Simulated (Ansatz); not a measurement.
Reaction (redistribution): `CO[SiH2][SiH2]O` + `[SiH3]CCCl` → `O[SiH2]CC[SiH3]` + `CO[SiH2]Cl`

Gas-phase electronic energies from Ansatz, PBE0-D4/def2-TZVP geometries. CCSD(T)/CBS is the MP2 limit (def2-TZVPP, def2-QZVPP) plus CCSD(T) − MP2 in def2-TZVPP, frozen cores. DFT in def2-TZVPP. B3LYP here is the variant with VWN-RPA as its local correlation; programs differ in this. HSE06 is defined as in plane-wave codes. Each species was taken in one conformer, which may not be the lowest.

```csv
level,ΔE (kJ/mol),difference from CCSD(T)/CBS
LDA (SPW92),-161.5,14.2
r2SCAN-D4,-173.0,2.7
PBE0-D4,-166.1,9.6
B3LYP-D4,-170.8,4.9
r2SCAN0-D4,-177.3,-1.6
HSE06-D4,-165.9,9.8
BHLYP-D4,-179.7,-4.0
ωB97X-V,-170.9,4.8
ωB97M-V,-181.0,-5.3
B2PLYP,-173.0,2.7
B3LYP,-164.9,10.8
HF/def2-SVP,-178.1,-2.4
MP2/def2-SVP,-181.1,-5.4
CCSD/def2-SVP,-171.3,4.4
SCS-MP2/def2-TZVPP,-180.1,-4.4
HF/def2-QZVPP,-179.8,-4.1
CCSD(T)/CBS,-175.7,0
```

Largest T1 diagnostic among the species: 0.012.

Leaving LDA and LC-ωPBE aside and taking each functional with its dispersion term where it has one, the values, not all of them listed here, spread over 23.3 kJ/mol, from ωB97M-V to PBE-D4. LDA lies −7.5 kJ/mol from PBE without D4. From PBE to PBE0 (25 % exact exchange), in def2-TZVPP and without D4, ΔE moves by −8.7 kJ/mol.

CCSD(T)/CBS has its own doubt, a few kJ/mol and more with outer-core shells, so smaller differences from it don't rank the levels.
